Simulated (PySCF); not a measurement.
**Electron correlation in Cd⁺ (cadmium, charge +1)**

[Kr] 4d10 5s1, 2S determinant. Calculation: PySCF 2.14, in x2c-TZVPPall with one added diffuse shell each of s, p, d, f type (9s7p7d3f1g, 95 functions); scalar relativity by spin-free X2C-1e. Frozen: [Ar] 3d10; 19 electrons correlated.

```
  level  correlation energy (mhartree)
   CCSD                        -636.52
    (T)                         -15.77
CCSD(T)                        -652.29
```

Diagnostics: T1 = 0.0087, D1 = 0.0429, largest double amplitude 0.017.

Q: Is a single reference adequate?

A: Yes, within this model without spin-orbit coupling: T1 lies below 0.03 and no double amplitude reaches 0.07.

This basis was not built for core-valence correlation, so the inner-shell part is incomplete.
